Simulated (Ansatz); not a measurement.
```yaml
crystal:
  periodic: [false, false, false]
  atoms:
    - {symbol: C, position_ang: [0.922407, 0.250720, 1.279236]}
    - {symbol: C, position_ang: [-0.301305, 0.300316, 0.704537]}
    - {symbol: O, position_ang: [0.516735, -0.479061, -0.855260]}
    - {symbol: Ge, position_ang: [-0.819360, -0.316173, -2.067640]}
    - {symbol: F, position_ang: [-1.030414, 0.965040, -2.909487]}
    - {symbol: F, position_ang: [-2.508340, -1.261450, -1.295867]}
    - {symbol: F, position_ang: [-0.447658, -1.368508, -3.031206]}
    - {symbol: H, position_ang: [0.952003, 1.039328, 2.507478]}
    - {symbol: H, position_ang: [1.579897, -0.828721, 1.798739]}
    - {symbol: H, position_ang: [1.881119, 0.264829, 0.852733]}
    - {symbol: H, position_ang: [0.018108, 1.303791, 0.406883]}
    - {symbol: H, position_ang: [-0.894279, -0.134031, 1.140074]}
basis:
  gaussian: {orbitals: 6-31G}
hamiltonian: {xc: {name: B97M-V}}
relax: {f_tol: 0.0001, max_steps: 2}
output: {forces: true}
```

```sh
$ ansatz run in.yaml --threads 4 --pin off --events-out ev --progress --plain --max-ram 11315MiB
```

Output, abridged:

```
Functional definition: B97M-V
1272 factors; their error is unknown
mean field evaluation 1: about -68824.5956 eV, gradient 8.1e1 eV
mean field evaluation 2: about -68769.5643 eV, gradient 1.7e2 eV
mean field evaluation 4: about -68837.3031 eV, gradient 1.2e1 eV
mean field evaluation 8: about -68837.5916 eV, gradient 2.5e-1 eV
mean field evaluation 16: about -68837.5164 eV, gradient 1.1e-3 eV
mean field -68837.51638877 eV, -2529.7320675430 hartree, gradient 2.4e-5 eV, S^2 0.000000; 0 other end points of the search recorded, 0 dependent functions left out
reference -68837.51645438 eV, -2529.7320699539 hartree; 42, 42 occupied and 51, 51 virtual orbitals, 1272 factors
relax step   1: F+E_penalty+E_count = -68837.51638877 eV  Δ(F+E_penalty+E_count) = +0.000e0 eV  max|allowed force component| = 1.713e1 eV/Å  Δτ_max = 0.0000 Å  (31 SCF iters, accepted)
1272 factors; their error is unknown
mean field -68845.67671965 eV, -2530.0319541714 hartree, gradient 9.7e-6 eV, S^2 0.000000; 0 other end points of the search recorded, 0 dependent functions left out
reference -68845.67678591 eV, -2530.0319566064 hartree; 42, 42 occupied and 51, 51 virtual orbitals, 1272 factors
relax step   2: F+E_penalty+E_count = -68845.67671965 eV  Δ(F+E_penalty+E_count) = -8.160e0 eV  max|allowed force component| = 7.204e0 eV/Å  Δτ_max = 0.1922 Å  (36 SCF iters, accepted)
Error: geometry relaxation did not converge after 2 steps: max|allowed force component| = 7.20e0 eV/Å (threshold 1.0e-4). Raise `relax.max_steps` over both its present limit and 2, loosen `relax.f_tol`, or start from a geometry closer to equilibrium. Where this run's directory can be resumed (`checkpoint.write`), a resume goes on for up to `relax.max_steps` more
```

In this input the relaxation is allowed too few steps for its threshold. No converged result was reached.
